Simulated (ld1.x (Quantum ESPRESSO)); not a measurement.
## u(r) = r·R(r): atom against pseudo-atom (Al (Z = 13))

Columns: radius, all-electron u(r) and pseudo u(r) of the 3s shell (level -7.63 eV) of aluminium in the configuration [Ne] 3s2 3p1; BLYP, scalar-relativistic, TM scheme, ld1.x (Quantum ESPRESSO) 7.5.

| r (bohr) | all-electron | pseudo |
| --- | --- | --- |
| 0.113 | 0.0997 | 0.0256 |
| 0.225 | -0.1306 | 0.0518 |
| 0.338 | -0.2751 | 0.0799 |
| 0.450 | -0.2987 | 0.1101 |
| 0.563 | -0.2393 | 0.1440 |
| 0.675 | -0.1358 | 0.1817 |
| 0.788 | -0.0130 | 0.2245 |
| 0.900 | 0.1105 | 0.2720 |
| 1.013 | 0.2275 | 0.3248 |
| 1.125 | 0.3309 | 0.3807 |
| 1.238 | 0.4204 | 0.4389 |
| 1.350 | 0.4941 | 0.4957 |
| 1.463 | 0.5536 | 0.5486 |
| 1.575 | 0.5993 | 0.5938 |
| 1.688 | 0.6333 | 0.6297 |
| 1.800 | 0.6563 | 0.6548 |
| 1.913 | 0.6701 | 0.6697 |
| 2.025 | 0.6757 | 0.6756 |
| 2.138 | 0.6744 | 0.6744 |
| 2.250 | 0.6672 | 0.6672 |
| 2.363 | 0.6552 | 0.6552 |
| 2.475 | 0.6394 | 0.6394 |
| 2.588 | 0.6206 | 0.6206 |
| 2.700 | 0.5996 | 0.5996 |
| 2.813 | 0.5767 | 0.5767 |
| 2.925 | 0.5529 | 0.5529 |

Task: How many radial nodes do the two functions have?

Result: The all-electron 3s function has n − l − 1 = 2; the pseudo-wave has 0, since the states of the same l below it are removed with the core.

Task: At about which radius was the pseudo-wave matched?

Result: 2.20 bohr. The columns agree to 0.0005 from 1.91 bohr on; several derivatives are matched, so the curves merge somewhat inside the radius.

Task: Where does each function peak?

Result: Outermost all-electron maximum near 2.02 bohr, pseudo maximum near 2.02 bohr (to the table’s step).

Task: Is the pseudo-wave norm-conserving?

Result: Yes: the TM scheme keeps the norm inside the radius equal to the all-electron one, which fixes the energy derivative of the logarithmic derivative at the level.
